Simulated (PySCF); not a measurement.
PySCF input (BP86/def2-SVP):

```python
from pyscf import gto, dft

mol = gto.M(
    atom='''
    O     2.03215300   -0.46500200   -0.84481300
    C     1.79539600   -0.25794900    0.30124600
    O     0.69265700    0.01890300    0.92771000
    Ge   -0.90071000    0.14348500   -0.05465700
    H    -1.90496300    0.47342400    1.04908800
    H    -0.71165600    1.27415700   -1.06753300
    H    -1.13150500   -1.22261300   -0.70318600
    ''',
    basis='def2-svp',
    charge=0,
    spin=1,
    verbose=4,
)

mf = dft.UKS(mol, xc='bp86')
mf.grids.level = 3
mf.conv_tol = 1e-9
mf.max_cycle = 100
mf.max_memory = 1500
mf.kernel()
if not mf.converged:
    mf = mf.newton()
    mf.kernel(mf.make_rdm1())
mo, _, stable, _ = mf.stability(return_status=True)
if not stable:
    mf.kernel(mf.make_rdm1(mo, mf.mo_occ))
    stable = mf.stability(return_status=True)[2]
mf.dip_moment()
```

Output:

```
PySCF version 2.14.0

[INPUT] verbose = 4
[INPUT] num. atoms = 7
[INPUT] num. electrons = 57
[INPUT] charge = 0
[INPUT] spin (= nelec alpha-beta = 2S) = 1
[INPUT] symmetry False subgroup None
[INPUT] Mole.unit = angstrom
[INPUT] Symbol           X                Y                Z      unit          X                Y                Z       unit  Magmom
[INPUT]  1 O      2.032153000000  -0.465002000000  -0.844813000000 AA    3.840212613213  -0.878726427375  -1.596465196472 Bohr   0.0
[INPUT]  2 C      1.795396000000  -0.257949000000   0.301246000000 AA    3.392806725140  -0.487452964105   0.569272436121 Bohr   0.0
[INPUT]  3 O      0.692657000000   0.018903000000   0.927710000000 AA    1.308932028263   0.035721492933   1.753117823020 Bohr   0.0
[INPUT]  4 Ge    -0.900710000000   0.143485000000  -0.054657000000 AA   -1.702095217657   0.271147352983  -0.103286760790 Bohr   0.0
[INPUT]  5 H     -1.904963000000   0.473424000000   1.049088000000 AA   -3.599858347430   0.894641700796   1.982489000568 Bohr   0.0
[INPUT]  6 H     -0.711656000000   1.274157000000  -1.067533000000 AA   -1.344834934903   2.407807769697  -2.017344998935 Bohr   0.0
[INPUT]  7 H     -1.131505000000  -1.222613000000  -0.703186000000 AA   -2.138234558576  -2.310403726333  -1.328828954628 Bohr   0.0

nuclear repulsion = 253.599397994585
number of shells = 39
number of NR pGTOs = 167
number of NR cGTOs = 89
basis = def2-svp
ecp = {}

******** <class 'pyscf.dft.uks.UKS'> ********
method = UKS
initial guess = minao
damping factor = 0
level_shift factor = 0
DIIS = <class 'pyscf.scf.diis.CDIIS'>
diis_start_cycle = 1
diis_space = 8
diis_damp = 0
SCF conv_tol = 1e-09
SCF conv_tol_grad = None
SCF max_cycles = 100
direct_scf = True
direct_scf_tol = 1e-13
number electrons alpha = 29  beta = 28
XC library pyscf.dft.libxc version 7.1.2
    S. Lehtola, C. Steigemann, M. J. T. Oliveira, and M. A. L. Marques,  SoftwareX 7, 1–5 (2018)
XC functionals = bp86
    A. D. Becke,  Phys. Rev. A 38, 3098 (1988)
    J. P. Perdew,  Phys. Rev. B 33, 8822 (1986)
    J. P. Perdew,  Phys. Rev. B 34, 7406–7406 (1986)
radial grids:
    Treutler-Ahlrichs [JCP 102, 346 (1995); DOI:10.1063/1.469408] (M4) radial grids

becke partition: Becke, JCP 88, 2547 (1988); DOI:10.1063/1.454033
pruning grids: <function nwchem_prune>
grids dens level: 3
symmetrized grids: False
atomic radii adjust function: <function treutler_atomic_radii_adjust>
small_rho_cutoff = 0
Set gradient conv threshold to 3.16228e-05
tot grids = 92352
init E= -2266.97600537745
  alpha nocc = 29  HOMO = -0.194922908907832  LUMO = -0.0708691511036785
  beta  nocc = 28  HOMO = -0.342850429044589  LUMO = -0.194922908907825

WARN: HOMO -0.194922908907832 >= LUMO -0.194922908907825

cycle= 1 E= -2266.99696422859  delta_E= -0.021  |g|= 0.746  |ddm|= 2.11
  alpha nocc = 29  HOMO = -0.0963207327855846  LUMO = -0.0297956832273845
  beta  nocc = 28  HOMO = -0.165498666036012  LUMO = -0.0830092290934106
  HOMO = -0.0963207327856  LUMO = -0.0830092290934  gap/eV = 0.36222
cycle= 2 E= -2265.77704242553  delta_E= 1.22  |g|=  1.8  |ddm|= 1.99
  alpha nocc = 29  HOMO = -0.179703324833859  LUMO = -0.0212441498338554
  beta  nocc = 28  HOMO = -0.286338551560163  LUMO = -0.126030219922848
  HOMO = -0.179703324834  LUMO = -0.126030219923  gap/eV = 1.46052
cycle= 3 E= -2267.09487072872  delta_E= -1.32  |g|= 0.472  |ddm|= 1.73
  alpha nocc = 29  HOMO = -0.17990726377418  LUMO = -0.0268391578869207
  beta  nocc = 28  HOMO = -0.302093621421303  LUMO = -0.126644235083752
  HOMO = -0.179907263774  LUMO = -0.126644235084  gap/eV = 1.44936
cycle= 4 E= -2267.1771311684  delta_E= -0.0823  |g|= 0.14  |ddm|= 0.398
  alpha nocc = 29  HOMO = -0.177994837916523  LUMO = -0.0267666058962477
  beta  nocc = 28  HOMO = -0.285645257565022  LUMO = -0.123314547489959
  HOMO = -0.177994837917  LUMO = -0.12331454749  gap/eV = 1.48793
cycle= 5 E= -2267.18338062364  delta_E= -0.00625  |g|= 0.0703  |ddm|= 0.14
  alpha nocc = 29  HOMO = -0.178830491220753  LUMO = -0.0294934722564588
  beta  nocc = 28  HOMO = -0.290163393121993  LUMO = -0.124074556128937
  HOMO = -0.178830491221  LUMO = -0.124074556129  gap/eV = 1.48998
cycle= 6 E= -2267.1847955753  delta_E= -0.00141  |g|= 0.0125  |ddm|= 0.0501
  alpha nocc = 29  HOMO = -0.179879052337549  LUMO = -0.027867648679563
  beta  nocc = 28  HOMO = -0.291275360944361  LUMO = -0.124724209234594
  HOMO = -0.179879052338  LUMO = -0.124724209235  gap/eV = 1.50084
cycle= 7 E= -2267.18487172641  delta_E= -7.62e-05  |g|= 0.00436  |ddm|= 0.0211
  alpha nocc = 29  HOMO = -0.179015406445652  LUMO = -0.0278710852697572
  beta  nocc = 28  HOMO = -0.290710416522915  LUMO = -0.123928320775438
  HOMO = -0.179015406446  LUMO = -0.123928320775  gap/eV = 1.49900
cycle= 8 E= -2267.18488189633  delta_E= -1.02e-05  |g|= 0.00103  |ddm|= 0.0067
  alpha nocc = 29  HOMO = -0.179285408211508  LUMO = -0.0279486881837223
  beta  nocc = 28  HOMO = -0.290969772676084  LUMO = -0.124133473685887
  HOMO = -0.179285408212  LUMO = -0.124133473686  gap/eV = 1.50076
cycle= 9 E= -2267.18488245309  delta_E= -5.57e-07  |g|= 0.000204  |ddm|= 0.00174
  alpha nocc = 29  HOMO = -0.179276456985425  LUMO = -0.0279439959220351
  beta  nocc = 28  HOMO = -0.290962611974428  LUMO = -0.124115444967863
  HOMO = -0.179276456985  LUMO = -0.124115444968  gap/eV = 1.50101
cycle= 10 E= -2267.18488247959  delta_E= -2.65e-08  |g|= 4.8e-05  |ddm|= 0.00035
  alpha nocc = 29  HOMO = -0.179274608860702  LUMO = -0.0279388089941386
  beta  nocc = 28  HOMO = -0.290958157868187  LUMO = -0.124113228617711
  HOMO = -0.179274608861  LUMO = -0.124113228618  gap/eV = 1.50102
cycle= 11 E= -2267.18488248112  delta_E= -1.53e-09  |g|= 1.67e-05  |ddm|= 8.57e-05
  alpha nocc = 29  HOMO = -0.179275966314668  LUMO = -0.0279404106493155
  beta  nocc = 28  HOMO = -0.29096011376553  LUMO = -0.12411477906464
  HOMO = -0.179275966315  LUMO = -0.124114779065  gap/eV = 1.50101
cycle= 12 E= -2267.18488248134  delta_E= -2.13e-10  |g|= 6.49e-06  |ddm|= 3.41e-05
  alpha nocc = 29  HOMO = -0.179275974171576  LUMO = -0.027940192405044
  beta  nocc = 28  HOMO = -0.290960728378737  LUMO = -0.124114927119344
  HOMO = -0.179275974172  LUMO = -0.124114927119  gap/eV = 1.50101
Extra cycle  E= -2267.18488248132  delta_E= 1.68e-11  |g|= 1.04e-05  |ddm|= 1.88e-05
converged SCF energy = -2267.18488248132  <S^2> = 0.75212903  2S+1 = 2.0021279
uhf_internal: lowest eigs of H = [0.43373588 0.44181996 0.48370051]
<class 'pyscf.dft.uks.UKS'> wavefunction is stable in the internal stability analysis
Dipole moment(X, Y, Z, Debye): -2.90030,  0.48663, -0.00741
```

The geometry given is a B3LYP-D3(BJ)/def2-TZVP minimum.
